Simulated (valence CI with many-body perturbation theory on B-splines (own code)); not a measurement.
## Sensitivity of CI+MBPT for Ce XXXVI

Computed by configuration interaction combined with many-body perturbation theory (CI+MBPT): five valence electrons over a frozen Dirac-Fock core [Ar], radial functions for each j: 6 s, 6 p, 5 d, 5 f, 1 g, with the one-electron correlation potential Σ1, the two-electron term Σ2, the three-electron term Σ3, Breit, model QED; selected CI, second order for the rest (own B-spline code, finite nucleus).

No measured spectrum was set against this ion. As an estimate, large intervals hold to a few tenths of a per cent, small ones and those within an open d or f shell to about a per cent. Among the levels kept, up to 320 cm⁻¹ of a level comes from second order outside the variational space, and about a tenth of that is noise between levels of different J, which matters for small intervals. Only levels of the ground parity were solved; by the run's estimate the other parity begins above the list, which can be wrong where configurations are misplaced.

The reference run has the lowest level (3d3/2^4 3d5/2) J=5/2 and an ionisation energy of 2378.35 eV. Its largest variational space holds 10000 state functions.

Levels are named by their leading jj configuration (3d3/2^4 stands for four electrons in 3d with j = 3/2), which in mixed levels can hold well under half, so a name can repeat and another be missing. Letters in brackets count levels of one name in rising energy.

Changed runs:
A. Breit term on → off
B. averaging of valence orbitals over low configurations on → off
C. correlating orbitals by l 3 3 3 3 1 → 4 4 3 0 0
D. Davidson iteration limit 60 → 2 (bad on purpose)

Excitation energies of the reference run in cm⁻¹, and shifts in cm⁻¹:

```csv
Level,Reference,A,B,C,D
(3d3/2^3 3d5/2^2) J=5/2 [a],119161,+2461,-20,+63,+0.2
(3d3/2^3 3d5/2^2) J=7/2 [a],189504,+5277,+10,+773,-0.5
(3d3/2^3 3d5/2^2) J=3/2 [a],195836,+2374,-9.0,+1050,-1.0
(3d3/2^3 3d5/2^2) J=11/2,199278,+10355,+15,+562,+0.1
(3d3/2^3 3d5/2^2) J=9/2,221998,+7803,+14,+896,+0.7
(3d3/2^3 3d5/2^2) J=5/2 [b],231506,+5506,-45,+892,+0.2
(3d3/2^3 3d5/2^2) J=1/2,241272,+3795,-10,+1323,-0.4
(3d3/2^3 3d5/2^2) J=7/2 [b],270755,+5663,-11,+1754,-0.7
(3d3/2^2 3d5/2^3) J=5/2 [a],304628,+6610,-27,+839,+0.4
(3d3/2^3 3d5/2^2) J=3/2 [b],330365,+4515,-45,+2297,-1.4
(3d3/2^2 3d5/2^3) J=7/2 [a],338706,+9702,+24,+671,-1.0
(3d3/2^2 3d5/2^3) J=11/2,345142,+14117,+34,+272,+0.3
Ionisation energy (eV),2378.35,+0.47,+0.0093,-0.32,-6e-05
```

Run D: The Davidson iterations stopped at their limit.
